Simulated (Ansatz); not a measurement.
The same redistribution along the group O, Se, Te.

Gas-phase electronic energies from Ansatz, PBE0-D4/def2-TZVP geometries. CCSD(T)/CBS adds triple-zeta CCSD(T) − MP2 to the extrapolated MP2 energy (def2 sets, frozen cores). This one scheme is used for every species. DFT in def2-TZVPP. Elements past krypton have def2 core potentials. For Ge, Se, Te outer-core shells are correlated without core-valence functions, which leaves a few kJ/mol of doubt a bond. Scalar relativity is left out up to krypton. Each species was taken in one conformer, which may not be the lowest.

```
                                                               reaction  CCSD(T)/CBS(def2) (kJ/mol)
        `O[SiH2]F` + `[BH2][GeH2][SiH3]` → `F[SiH2][GeH2][SiH3]` + `BO`                         -47
`F[SiH2][SeH]` + `[BH2][GeH2][SiH3]` → `F[SiH2][GeH2][SiH3]` + `B[SeH]`                         -44
`F[SiH2][TeH]` + `[BH2][GeH2][SiH3]` → `F[SiH2][GeH2][SiH3]` + `B[TeH]`                           ?
```

Question: Fill in the missing values. (Best estimate.)

Answer: Ansatz gave: `F[SiH2][TeH]` + `[BH2][GeH2][SiH3]` → `F[SiH2][GeH2][SiH3]` + `B[TeH]`: -37.3 kJ/mol.

Largest T1 diagnostic: 0.015, for `B[TeH]`.
